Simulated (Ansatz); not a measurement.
## Cost against result

Saddle point of Si$_{2}$NH$_{9}$O, singlet (Si₂H₆O ([OH][SiH2][SiH3]) + NH₃ → Si₂NH₇ ([NH2][SiH2][SiH3]) + H₂O; bonds formed: Si1–N7, O2–H6; bonds broken: Si1–O2, H6–N7), PBE0-D4/def2-TZVP structure:

```
atom    x (Å)    y (Å)    z (Å)
 Si1  -0.4304   0.6610  -0.2411
  O2   1.0844   0.2308   1.1424
  H3  -1.2591   0.9354  -1.4862
  H4  -0.6317   1.9500   0.4743
 Si5  -1.2773  -1.3595   0.5586
  H6   1.6322   0.4617  -0.0175
  N7   1.2227   0.5833  -1.1288
  H8   1.1813   0.8314   1.8834
  H9  -2.5940  -1.7258  -0.0392
 H10  -0.3089  -2.4341   0.1960
 H11  -1.4212  -1.3320   2.0374
 H12   1.3429  -0.2217  -1.7317
 H13   1.4589   1.4196  -1.6479
```

Barriers are electronic and count from the start structure reached by relaxing down the imaginary mode.

Computed with Ansatz 0.2.0 (basis: as named in each row); correlated methods freeze the cores. B3LYP uses VWN-RPA correlation. Extrapolation: Hartree–Fock as exp(−7.88 √X), correlation as X^−2.97.

Times are rough, for one single point on 8 threads of a shared host (AMD EPYC 9R45).

The estimate by CCSD(T) at an estimated basis limit (MP2 extrapolated from triple and quadruple zeta, plus CCSD(T) − MP2 in triple zeta) is 33.92 kcal/mol.

| method | basis | time (s) | barrier (kcal/mol) | method less estimate |
| --- | --- | --- | --- | --- |
| HF | STO-3G | under 1 | 46.38 | 12.46 |
| PBE-D4 | STO-3G | under 1 | 3.95 | -29.97 |
| SPW92 | def2-SVP | under 1 | 15.77 | -18.15 |
| B3LYP-D4 | 6-31G | under 1 | 17.03 | -16.88 |
| PBE-D4 | def2-SVP | under 1 | 22.96 | -10.96 |
| PBE0-D4 | def2-SVP | under 1 | 26.44 | -7.48 |
| SPW92 | def2-TZVPP | under 1 | 20.27 | -13.64 |
| PBE-D4 | def2-TZVPP | under 1 | 27.06 | -6.85 |
| BLYP-D4 | def2-TZVPP | under 1 | 31.41 | -2.51 |
| B3LYP-D4 | def2-TZVPP | under 1 | 33.53 | -0.38 |
| BHLYP-D4 | def2-TZVPP | under 1 | 37.50 | 3.58 |
| PBE0-D4 | def2-TZVPP | under 1 | 30.26 | -3.66 |
| CAM-B3LYP-D4 | def2-TZVPP | under 1 | 33.58 | -0.34 |
| r2SCAN-D4 | def2-TZVPP | 1 | 30.32 | -3.60 |
| wB97M-V | def2-SVP | 1 | 28.76 | -5.16 |
| CCSD(T) | def2-SVP | 1 | 32.87 | -1.05 |
| r2SCAN0-D4 | def2-TZVPP | 1 | 32.34 | -1.57 |
| RPA on PBE | def2-TZVPP | 2 | 33.94 | 0.03 |
| B2PLYP | def2-TZVPP | 2 | 33.92 | 0.01 |
| PBE-QIDH | def2-TZVPP | 2 | 32.27 | -1.65 |
| B97M-V | def2-TZVPP | 2 | 34.70 | 0.78 |
| wB97X-V | def2-TZVPP | 2 | 33.37 | -0.54 |
| wB97M-V | def2-TZVPP | 2 | 32.96 | -0.96 |
| MP2 | def2-QZVPP | 6 | 32.49 | -1.43 |
| CCSD(T) | def2-TZVPP | 27 | 34.16 | 0.24 |

All methods are single points on the PBE0-D4 structures.

T1 diagnostic: at most 0.013.

Labels in which every atom is bracketed show which atoms are joined, not bond orders.
